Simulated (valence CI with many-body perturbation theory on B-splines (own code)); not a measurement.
**E1 transitions of Ni²³⁺**

Method: configuration interaction combined with many-body perturbation theory (CI+MBPT): three valence electrons over a frozen Dirac-Fock core [He], a basis of 11 s, 11 p, 10 d, 8 f, 5 g, 2 h functions for each j, with the one-electron correlation potential Σ1, the two-electron term Σ2, the three-electron term Σ3, Breit, model QED; selected CI, second order for the rest, scaled by the run's own slope (own B-spline code, finite nucleus).

No measured levels were compared; by estimate levels of excited configurations hold to 0.05 to 0.15 % of their energy, terms of the ground configuration to about 0.5 %.

Lines 51 to 100 of 582 in falling wavelength, among levels below 1754.8 eV, chosen from the strongest by gf and those to the six lowest levels. Wavelengths and rates use the calculated energies, so an error of 800 cm⁻¹ moves a line at 98.93 nm by 0.79 % and its rate by three times that or more. Electric multipoles are in the length gauge, E1 and E2 with the static RPA response of the core. Weak lines are less certain than strong ones. Lines between different terms over intervals too small for the method are left out, as are lines whose strength nearly cancels. Where a level lies close to another of its J and parity, the split of strength between their lines is uncertain. The highest levels of a list are the least certain.

Names give the largest LS component (configuration and term), which can be under half, so a name can repeat, a term be missing and a line seem to break the LS rules; names also repeat where a configuration has a term twice. Letters in brackets count levels of one name in rising energy.

```
λ vac (nm)                 Upper                 Lower   A (s⁻¹)  S (a.u.) with core polarisation  S without
     98.93   2s.2p.4p 2P_3/2 [c]  2s.2p.4s 2P°_1/2 [b]  3.10e+08                         5.93e-01   5.93e-01
     94.08   2s.2p.4p 2S_1/2 [a]  2s.2p.4s 2P°_3/2 [a]  7.03e+08                         5.78e-01   5.78e-01
     93.17   2s.2p.4p 2S_1/2 [b]  2s.2p.4s 2P°_1/2 [b]  4.86e+08                         3.88e-01   3.88e-01
     64.63         2p2.3d 4F_9/2        2p2.3p 4D°_7/2  5.57e+08                         7.43e-01   7.43e-01
     63.67     2p2.3d 2F_7/2 [b]    2p2.3p 2D°_5/2 [a]  4.93e+08                         5.03e-01   5.03e-01
     62.70      2s.2p.3d 4F°_9/2       2s.2p.3p 4D_7/2  5.24e+08                         6.37e-01   6.37e-01
     62.11         2p2.3d 2G_9/2        2p2.3p 2F°_7/2  6.56e+08                         7.76e-01   7.77e-01
     61.27         2p2.3d 4F_7/2        2p2.3p 4D°_5/2  5.68e+08                         5.15e-01   5.16e-01
     61.14    2p2.3p 2D°_5/2 [a]         2p2.3s 2D_3/2  3.95e+08                         2.68e-01   2.68e-01
     61.02        2p2.3p 4P°_5/2         2p2.3s 4P_5/2  3.88e+08                         2.61e-01   2.61e-01
     59.93      2s.2p.3d 4F°_7/2       2s.2p.3p 4D_5/2  5.78e+08                         4.91e-01   4.91e-01
     59.48     2p2.3d 2D_5/2 [d]    2p2.3p 2P°_3/2 [c]  7.24e+08                         4.51e-01   4.51e-01
     59.03     2p2.3d 2F_5/2 [b]    2p2.3p 2D°_3/2 [b]  5.49e+08                         3.34e-01   3.34e-01
     58.04      2s.2p.3d 4D°_7/2       2s.2p.3p 4P_5/2  3.54e+08                         2.73e-01   2.73e-01
     57.68  2s.2p.3d 2F°_7/2 [b]   2s.2p.3p 2D_5/2 [b]  5.83e+08                         4.42e-01   4.41e-01
     56.71         2p2.3d 2G_7/2        2p2.3p 2F°_5/2  7.39e+08                         5.32e-01   5.32e-01
     54.13     2p2.3d 2F_7/2 [a]        2p2.3p 4P°_5/2  6.35e+08                         3.97e-01   3.98e-01
     53.15     2p2.3d 2F_5/2 [a]    2p2.3p 2D°_3/2 [a]  6.81e+08                         3.03e-01   3.03e-01
     52.87      2s.2p.3d 2D°_5/2   2s.2p.3p 2P_3/2 [b]  5.88e+08                         2.58e-01   2.57e-01
     52.36      2s.2p.3d 4P°_5/2   2s.2p.3p 2P_3/2 [a]  6.03e+08                         2.56e-01   2.56e-01
     51.96     2p2.3d 2F_7/2 [c]    2p2.3p 2D°_5/2 [b]  8.23e+08                         4.56e-01   4.56e-01
     51.85         2s2.3d 2D_5/2        2s2.3p 2P°_3/2  8.26e+08                         3.41e-01   3.41e-01
     51.38      2s.2p.3d 4F°_5/2       2s.2p.3p 4D_3/2  6.34e+08                         2.55e-01   2.55e-01
     49.65        2p2.3p 4D°_5/2         2p2.3s 4P_3/2  1.19e+09                         4.33e-01   4.33e-01
     49.40        2p2.3p 4D°_7/2         2p2.3s 4P_5/2  1.54e+09                         7.33e-01   7.33e-01
     49.18  2s.2p.3d 2F°_5/2 [c]   2s.2p.3p 2D_3/2 [b]  6.76e+08                         2.38e-01   2.38e-01
     49.02  2s.2p.3d 2F°_5/2 [a]   2s.2p.3p 2D_3/2 [a]  8.66e+08                         3.02e-01   3.02e-01
     48.85        2p2.3p 2F°_7/2         2p2.3s 2D_5/2  1.61e+09                         7.40e-01   7.41e-01
     48.76     2p2.3d 2D_3/2 [c]    2p2.3p 2P°_1/2 [c]  1.10e+09                         2.52e-01   2.52e-01
     47.97    2p2.3p 2D°_3/2 [c]         2p2.3s 2D_5/2  1.08e+09                         2.35e-01   2.35e-01
     47.67  2s.2p.3d 2P°_3/2 [b]         2p2.3s 4P_1/2  9.89e+08                         2.11e-01   2.12e-01
     47.60  2s.2p.3d 2F°_5/2 [b]       2s.2p.3p 4S_3/2  5.93e+08                         1.89e-01   1.89e-01
     47.17        2p2.3p 2F°_5/2         2p2.3s 2P_3/2  1.15e+09                         3.59e-01   3.59e-01
     46.98     2p2.3d 2D_5/2 [a]    2p2.3p 2P°_3/2 [a]  1.04e+09                         3.20e-01   3.20e-01
     45.11  2s.2p.3d 2F°_7/2 [a]   2s.2p.3p 2D_5/2 [a]  1.16e+09                         4.19e-01   4.19e-01
     44.82   2s.2p.3p 2D_5/2 [a]  2s.2p.3s 2P°_3/2 [a]  1.25e+09                         3.33e-01   3.33e-01
     44.44         2s2.3d 2D_3/2        2s2.3p 2P°_1/2  1.06e+09                         1.84e-01   1.84e-01
     44.32       2s.2p.3p 4D_7/2      2s.2p.3s 4P°_5/2  1.81e+09                         6.23e-01   6.23e-01
     44.20    2p2.3p 2D°_5/2 [b]         2p2.3s 2D_5/2  1.40e+09                         3.59e-01   3.59e-01
     44.00   2s.2p.3p 2D_5/2 [b]  2s.2p.3s 2P°_3/2 [b]  1.28e+09                         3.24e-01   3.24e-01
     42.70    2p2.3p 2P°_3/2 [c]         2p2.3s 2S_1/2  1.57e+09                         2.41e-01   2.41e-01
     42.35       2s.2p.3p 4D_5/2      2s.2p.3s 4P°_3/2  1.99e+09                         4.47e-01   4.47e-01
     41.35        2p2.3p 4S°_3/2         2p2.3s 4P_5/2  1.80e+09                         2.51e-01   2.51e-01
     41.35       2s.2p.3p 4P_5/2      2s.2p.3s 4P°_5/2  1.63e+09                         3.40e-01   3.41e-01
     41.12        2s2.3p 2P°_3/2         2s2.3s 2S_1/2  2.02e+09                         2.78e-01   2.78e-01
     41.05   2s.2p.3p 2P_3/2 [b]  2s.2p.3s 2P°_1/2 [b]  1.26e+09                         1.72e-01   1.72e-01
     39.82       2s.2p.3p 4S_3/2      2s.2p.3s 4P°_5/2  1.27e+09                         1.58e-01   1.58e-01
     39.35   2s.2p.3p 2P_3/2 [a]      2s.2p.3s 4P°_1/2  1.80e+09                         2.16e-01   2.16e-01
     32.66    2p2.3p 2P°_3/2 [b]         2p2.3s 2D_3/2  3.52e+09                         2.42e-01   2.42e-01
     20.73           2p3 2D°_5/2         2s.2p2 2P_3/2  3.48e+09                         9.18e-02   9.21e-02
```
